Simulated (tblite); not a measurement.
Species: C₂H₉NSi₂.
Atom-mapped SMILES: `[NH2:1][SiH2:2]/[CH:3]=[CH:4]\[SiH3:5]` (hydrogens: H6, H7 on N1; H8, H9 on Si2; H10 on C3; H11 on C4; H12, H13, H14 on Si5)

Computed geometry: GFN2-xTB, gas phase.

(1) List the bond lengths, angles and torsions at this level.

## Answers

(1) 
```tsv
bond	length (bohr)	order
N1–Si2	3.262	single
Si2–C3	3.576	single
C3=C4	2.517	double
C4–Si5	3.550	single
N1–H6, N1–H7	1.903	single
Si2–H8, Si2–H9	2.768	single
C3–H10	2.059	single
C4–H11	2.057	single
Si5–H12, Si5–H13, Si5–H14	2.770	single
```

Bonds in one row agree within 0.02 bohr and their mean is given. Orders are formal, as drawn. A selection of angles:
```tsv
angle	degrees
Si2–N1–H6	119.1
H6–N1–H7	109.6
N1–Si2–C3	114.2
N1–Si2–H8	104.4
C3–Si2–H8	109.8
H8–Si2–H9	114.0
Si2–C3–C4	127.2
Si2–C3–H10	115.4
C4–C3–H10	117.4
C3–C4–Si5	127.8
C3–C4–H11	118.0
Si5–C4–H11	114.2
C4–Si5–H12	108.4
C4–Si5–H13	111.8
H12–Si5–H13	109.8
```

Dihedral angles: N1–Si2–C3–C4 176° (antiperiplanar); Si2–C3–C4–Si5 0° (synperiplanar). The mirror-image conformer, all signs reversed, is as good.

Of the pairs four or more bonds apart, Si2···H13 is among the closest relative to their van der Waals radii: 3.14 Å, 95 % of the sum of Bondi's values. Si5 (SiH3 silicon) is tetrahedral (angles from 108.1° to 111.8°). N1 (silicon-bound nitrogen) has angles 119.4°, 119.1° and 109.6°, sum 348.0°, 0.24 Å off the plane of its three neighbours. Si2 (SiH2 silicon) is distorted tetrahedral (angles from 104.4° to 114.2°).

Point group: near Cs, missed by 0.24 Å at most; the miss may be what the optimiser left on a soft mode. Its GFN2-xTB frequencies are all real (lowest 21 cm⁻¹). The numbers are those of one conformer (H–N1–Si2–C3 -68° and 71°, N1–Si2–C3–C4 176°).
